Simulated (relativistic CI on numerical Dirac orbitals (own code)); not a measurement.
# Ti4+ in a cubic cluster: L2,3 absorption with charge transfer

Computed with a charge-transfer multiplet model of a cubic metal-ligand cluster with up to 2 ligand holes, Slater and spin-orbit integrals from Dirac-Coulomb-Breit ions, Slater integrals scaled by 0.7. The ground state mixes d0 with configurations of k ligand holes L, whose averages lie at kΔ + k(k − 1)U_dd/2; a core hole lowers each added d electron by U_cd. 300 K, Lorentzian 0.4 eV and Gaussian 0.3 eV FWHM.

Atomic integrals in eV (Slater integrals scaled, ζ unscaled), ground: F2dd 5.756, F4dd 3.579, zeta_d 0.013; with the core hole: F2dd 5.756, F4dd 3.579, zeta_d 0.032, zeta_core 3.741, F2cd 4.433, G1cd 3.312, G3cd 1.881. Where a configuration has fewer than two d electrons, the dd integrals are those of d2.

Cluster parameters (eV): Δ = 3.7, U_dd = 4.3, U_cd = 4.9, 10Dq = 0.25, 10Dq(ligand) = 0.9, final-state hopping factor = 0.8.

```
                              Case   n_d    d0   d1L  d2L2     S
V(eg) = 3.05 eV, V(t2g) = -1.35 eV  0.69  0.42  0.47  0.11  0.00
V(eg) = 3.65 eV, V(t2g) = -1.62 eV  0.76  0.38  0.49  0.13  0.00
V(eg) = 3.95 eV, V(t2g) = -1.75 eV  0.78  0.36  0.49  0.14  0.00
```

Weights, n_d and S are thermal averages at 300 K. Photon energies count from the first peak over 30 % of the highest in each spectrum, which can be another peak from case to case. The parameters are a model scan and need not match a compound or its usual spin state. Peaks in eV (height, largest 100):
- V(eg) = 3.05 eV, V(t2g) = -1.35 eV: -1.6 (11), 0.0 (100), 5.4 (89)
- V(eg) = 3.65 eV, V(t2g) = -1.62 eV: -1.6 (14), 0.0 (100), 3.5 (23), 5.5 (70)
- V(eg) = 3.95 eV, V(t2g) = -1.75 eV: -1.7 (16), 0.0 (100), 3.4 (28), 5.0 (75)

Curve for V(eg) = 3.95 eV, V(t2g) = -1.75 eV (points under 2 left out, the grid thinned):

```
E (eV)  Intensity
  -3.4        2.1
  -3.1        2.7
  -2.9        2.8
  -2.6        4.0
  -2.4        4.1
  -2.1        6.5
  -1.9       11.7
  -1.6       15.3
  -1.4       10.6
  -1.1        7.2
  -0.9        8.6
  -0.6       17.4
  -0.3       55.8
  -0.1       97.7
   0.2       61.1
   0.4       26.9
   0.7       10.3
   0.9        6.7
   1.2        4.3
   1.4        3.5
   1.7        2.9
   1.9        2.8
   2.2        3.0
   2.5        3.8
   2.7        5.2
   3.0       11.1
   3.2       20.7
   3.5       27.9
   3.7       21.8
   4.0       18.3
   4.2       21.2
   4.5       37.5
   4.7       54.1
   5.0       74.5
   5.3       65.1
   5.5       54.7
   5.8       45.0
   6.0       33.3
   6.3       16.1
   6.5       10.8
   6.8        8.0
   7.0        6.8
   7.3        4.5
   7.5        3.3
   7.8        2.2
```

A d0 ion has no d-d gap: its lowest excitations are ligand-to-metal charge transfer. With the core hole the configuration with one ligand hole lies at Δ + U_dd − U_cd = 3.1 eV above the one without, against Δ in the ground state. The added d electron screens the hole, so the order of the configurations is kept and charge-transfer satellites are weaker than in photoemission.

With at most 2 ligand holes the space is cut while the next configuration still counts, so covalency is underestimated, and a final configuration with one more ligand hole, which can lie low, is missing from the spectra.
